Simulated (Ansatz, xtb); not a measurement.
## H4OSiZn: which of two isomers lies lower

Structure I is `O[SiH2][ZnH]`, a singlet and structure II is `[OH][Zn][SiH3]`, a singlet. Both are isolated molecules in the gas phase, relaxed with PBE0-D3(BJ)/pcseg-1; the shapes shown needn't be the lowest conformers.

I (Å):

| atom | x (Å) | y (Å) | z (Å) |
| --- | --- | --- | --- |
| O | -0.1190 | -0.8855 | 1.8117 |
| Si | -0.4779 | -0.5327 | 0.2006 |
| Zn | 0.5277 | 1.5780 | -0.2741 |
| H | 0.0172 | -1.6358 | -0.6941 |
| H | -1.9670 | -0.5368 | -0.0113 |
| H | -0.4670 | -1.7206 | 2.1459 |
| H | 1.1817 | 2.9603 | -0.5979 |

II (Å):

```xyz
7

O     0.8750   -2.1646    1.9325
Si   -0.5371    0.9375   -0.4140
Zn    0.2017   -0.8423    0.9253
H     0.2411   -2.7725    2.3279
H    -1.8469    1.4725    0.0725
H    -0.7282    0.5159   -1.8363
H     0.4379    2.0718   -0.4080
```

Task: Estimate which is lower in electronic energy at CCSD(T)/def2-TZVP, and by roughly how much.

Result: Too close to call at this level: CCSD(T)/def2-TZVP gives E(II) − E(I) = +1.99 kcal/mol.

The same difference at several levels:

```
              level             geometry  E(II) − E(I) (kcal/mol)  departure from the last row (kcal/mol)  job, with rough time for the two
PBE0-D3(BJ)/pcseg-1  PBE0-D3(BJ)/pcseg-1                     +1.97                                   −0.02             optimisation, 2.3 min
       HF/def2-TZVP  PBE0-D3(BJ)/pcseg-1                     +6.75                                   +4.76           part of the CCSD(T) run
      MP2/def2-TZVP  PBE0-D3(BJ)/pcseg-1                     +1.85                                   −0.14           part of the CCSD(T) run
  CCSD(T)/def2-TZVP  PBE0-D3(BJ)/pcseg-1                     +1.99                                                       single point, 3 min
```

As drawn, II has 1 O–Zn, 1 Si–H in place of 1 O–Si, 1 Zn–H.

The largest departure from CCSD(T)/def2-TZVP is that of HF/def2-TZVP, 4.76 kcal/mol. A small imaginary or near-zero mode remains, so no thermal terms are given. Levels run at GFN2-xTB geometries aren't shown.

The correlated steps freeze 11 core orbitals; the last core shell of Zn is correlated, in a basis made for valence electrons. Codes used: Ansatz 0.2.0; the last row on 1 thread of Intel(R) Xeon(R) Processor @ 2.50GHz (Skylake/Cascade Lake) on a shared host.
